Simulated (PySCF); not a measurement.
Ionisation energy of B²⁺ by level of theory

B²⁺ [He] 2s1 (2S) → B³⁺ 1s2 (1S), as a difference of total energies. Calculation: PySCF 2.14, in def2-SVP (3s2p1d, 14 functions); no relativity, point nucleus. The calculations carry no spin-orbit coupling.

| method | ionisation energy (eV) |
| --- | --- |
| UHF | 37.309 |
| LDA | 37.424 |
| PBE | 37.830 |

Problem. Which method comes closest to the reference value, and which is furthest?

Solution. The reference is 37.931 eV (measured; NIST Atomic Spectra Database, ionization energies). Closest: PBE (error -0.101 eV); furthest: UHF (error -0.622 eV).
